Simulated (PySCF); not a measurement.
C₈H₇BF₂.
Numbering: `[CH2:1]=[CH:2][c:3]1[cH:4][cH:5][c:6]([B:7]([F:8])[F:9])[cH:10][cH:11]1` (hydrogens: H12, H13 on C1; H14 on C2; H15 on C4; H16 on C5; H17 on C10; H18 on C11)

Method: PBE0-D3(BJ)/def2-SVP geometry optimisation, gas phase in PySCF 2.14.0.

Entries marked ? are missing. Bonds in one row agree within 0.01 Å.

```
     coordinate    value
          C1=C2  1.338 Å
          C2–C3        ?
  C3–C4, C3–C11        ?
 C4–C5, C10–C11  1.387 Å
  C5–C6, C6–C10  1.404 Å
          C6–B7        ?
   B7–F8, B7–F9        ?
         C1–H12  1.092 Å
         C1–H13  1.093 Å
         C2–H14  1.096 Å
C4–H15, C11–H18  1.093 Å
C5–H16, C10–H17  1.093 Å
       C1–C2–C3        ?
       C2–C3–C4        ?
      C2–C3–C11        ?
      C4–C3–C11   118.2°
       C3–C4–C5   120.7°
       C4–C5–C6        ?
       C5–C6–B7   120.6°
      C5–C6–C10   118.3°
       C6–B7–F8   121.8°
       F8–B7–F9   116.7°
```

**Question.** Estimate the withheld lengths and angles.

**Answer.** 
- C2–C3 = 1.467 Å, drawn single (alkene CH carbon to substituted aromatic carbon); 0.01 Å above the sum of covalent radii, 1.46 Å.
- C3–C4, C3–C11 = 1.405 Å, aromatic (substituted aromatic carbon to aromatic CH carbon); 0.05 Å below the sum of covalent radii, 1.46 Å.
- C6–B7 = 1.544 Å, drawn single (substituted aromatic carbon to three-coordinate boron); 0.03 Å below the sum of covalent radii, 1.57 Å.
- B7–F8, B7–F9 = 1.322 Å, drawn single (three-coordinate boron to boron-bound fluorine); 0.09 Å below the sum of covalent radii, 1.41 Å.
- C1–C2–C3 = 127.0°, at the alkene CH carbon; the outer atoms are 2.511 Å apart.
- C2–C3–C4 = 122.8°, at the substituted aromatic carbon; the outer atoms are 2.523 Å apart.
- C2–C3–C11 = 119.0°, at the substituted aromatic carbon; the outer atoms are 2.474 Å apart.
- C4–C5–C6 = 121.1°, at the aromatic CH carbon, inside a 6-membered ring; the outer atoms are 2.431 Å apart.

Radii are Cordero's, carbon taken as 0.76, 0.73 or 0.69 Å for four, three, and two or fewer neighbours.

Not checked by PBE0-D3(BJ)/def2-SVP frequencies. One conformer, not necessarily the lowest (C1–C2–C3–C4 1°).
